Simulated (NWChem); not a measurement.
CdSiH3F; SMILES [F][Cd][SiH3]

def2 effective core potentials on Cd; no spin-orbit coupling.

Q: Give the equilibrium geometry at PBE0/def2-SVP with def2 effective core potentials on Cd (NWChem) as an XYZ file, with the point group.

A: point group C3v; any orientation.
```
6

Cd    -0.5575     0.3514     0.0000
F     -0.6531     2.2930     0.0000
Si    -0.4358    -2.1123     0.0000
H     -1.1084    -2.6704    -1.2129
H     -1.1084    -2.6704     1.2129
H      0.9890    -2.5657     0.0000
```
